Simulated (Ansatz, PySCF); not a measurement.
This Ansatz (a first-principles code) input computes a B3LYP/def2-TZVPD energy:

Ansatz 0.2 input:
```yaml
crystal:
  periodic: [false, false, false]
  atoms:
    - {symbol: O, position_ang: [-0.00000000, -0.00000000, -2.01585676]}
    - {symbol: B, position_ang: [-0.00000000, -0.00000000, -0.81788386]}
    - {symbol: B, position_ang: [0.00000000, 0.00000000, 0.81788386]}
    - {symbol: O, position_ang: [0.00000000, 0.00000000, 2.01585676]}
basis:
  gaussian:
    orbitals: def2-TZVPD
hamiltonian:
  xc: {name: B3LYP}
output: {forces: true}
```

Question: Write an input for the same energy in PySCF and say what it gives.

Answer: 
```python
from pyscf import gto, scf, dft

mol = gto.M(
    atom='''
    O    -0.00000000   -0.00000000   -2.01585676
    B    -0.00000000   -0.00000000   -0.81788386
    B     0.00000000    0.00000000    0.81788386
    O     0.00000000    0.00000000    2.01585676
    ''',
    basis='def2-tzvpd',
    charge=0,
    spin=0,
    verbose=4,
)

mf = dft.RKS(mol, xc='b3lyp').density_fit(auxbasis='def2-universal-jkfit')
mf.grids.level = 3
mf.conv_tol = 1e-9
mf.max_cycle = 100
mf.max_memory = 1500
mf.kernel()
if not mf.converged:
    mf = mf.newton()
    mf.kernel(mf.make_rdm1())
mf.analyze()
```
It gives -200.32642 Eh, and Ansatz -200.32641 Eh, a difference of 0.01 mEh.
